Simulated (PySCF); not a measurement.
BGeH5O2. Atoms are numbered in the order given.

```xyz
9

B     -1.0146     0.1147     0.3641
Ge     0.9399    -0.1020    -0.3355
H      1.1363    -1.4538    -1.0486
H      1.3081     0.9975    -1.3514
H      1.9657    -0.0467     0.8139
O     -1.3768    -0.2696     1.6186
H     -0.6474    -0.6159     2.1406
O     -2.0054     0.6324    -0.4127
H     -1.7083     0.9056    -1.2852
```
Charge 0, spin multiplicity 1.

Geometry optimised at ωB97X-D3(BJ)/def2-SVP. The structure was generated by enumeration, and PubChem lists no compound with its InChIKey, so it may never have been made. Other conformers were not sampled.

Method: PBE/pcSseg-1 run with PySCF.

GIAO shieldings, no solvent; atoms alike by connectivity are averaged. δ = σ(ref) − σ: ¹¹B against BF3 (σ = 83.9 ppm); ⁷³Ge against GeH4 (σ = 1614.4 ppm); ¹H against TMS (σ = 31.49 ppm); ¹⁷O against H2O (σ = 334.3 ppm), references at their B3LYP-D3(BJ)/def2-TZVP geometries, non-relativistic.

```tsv
nucleus	atoms	count	δ (ppm)
¹¹B	B1	1	19.8
⁷³Ge	Ge2	1	-45.6
¹H	H7, H9	2	4.83
¹H	H3, H4, H5	3	3.49
¹⁷O	O6, O8	2	191.5
```
